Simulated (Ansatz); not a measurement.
Basis sets compared for Cd₄Te₄H₁₄. Total charge 0; singlet. Geometry PBE-D4/def2-SVP, loosely relaxed. Ansatz on 2 threads of AMD EPYC 7R13 on a shared host and a share (18 GiB) of an NVIDIA H100 80GB HBM3; times are rough, and most runs start from earlier orbitals.

```xyz
22

Cd    2.7523    1.5939    0.5540
Te   -1.1898    2.5577    0.7919
Cd    0.9835   -2.7728   -2.4849
Te    0.8074    0.6899   -1.6079
Te   -2.4242   -0.9612   -1.9267
Cd   -2.2978   -0.3930    1.0812
Cd    2.1964   -1.3732    0.1178
Te   -0.0771   -2.0092    1.7717
H     2.9877    3.2563    0.7451
H     1.1418    1.9808    3.3161
H    -2.1435    2.8184   -0.5648
H    -2.4630    3.0888    1.7798
H     1.9553   -2.6819   -3.8650
H    -0.2709   -3.0209   -1.3251
H     1.9268    1.0961   -2.7971
H    -3.2617    0.4969   -2.1610
H    -3.9416   -1.7113   -1.7360
H    -3.8629   -0.1323    1.7258
H     3.2034   -0.0856    1.1317
H     2.8101   -2.6414   -0.8970
H     0.8816    1.2606    3.2354
H     0.2863   -1.0567    3.1150
```

In the def2 sets Cd, Te take a core potential; there is no spin–orbit coupling. Single mean-field runs in def2-TZVP are fitted with def2-universal-jkfit. The geometry of the charge 0 singlet is only loosely relaxed. In the singlet geometry the species has come apart into loosely held pieces. In the singlet, H10 and H21 lie 0.77 Å apart (atoms count from 1), so H2 has formed as a molecule.

Binding counts from free atoms (Cd singlet, Te triplet, H doublet) in the same basis, without a counterpoise term.

```json
{"level": "PBE-D4/def2-SVP", "functions": "298", "energy (Eh)": "-1751.2969", "HOMO (eV)": "-5.71", "LUMO (eV)": "-2.42", "binding per atom (eV)": "1.83", "wall time": "2.4 s"}
{"level": "PBE0-D4/def2-SVP", "functions": "298", "energy (Eh)": "-1751.3500", "HOMO (eV)": "-6.67", "LUMO (eV)": "-1.68", "binding per atom (eV)": "1.81", "wall time": "4 s"}
```

(1) Estimate the rows for PBE-D4/def2-TZVP (with forces), PBE0-D4/def2-TZVP (with forces).

## Answers

(1) 
```json
{"level": "PBE-D4/def2-TZVP (with forces)", "functions": "444", "energy (Eh)": "-1751.5222", "HOMO (eV)": "-5.73", "LUMO (eV)": "-2.46", "binding per atom (eV)": "1.83", "wall time": "3.4 s"}
{"level": "PBE0-D4/def2-TZVP (with forces)", "functions": "444", "energy (Eh)": "-1751.5645", "HOMO (eV)": "-6.66", "LUMO (eV)": "-1.70", "binding per atom (eV)": "1.82", "wall time": "5.5 s"}
```
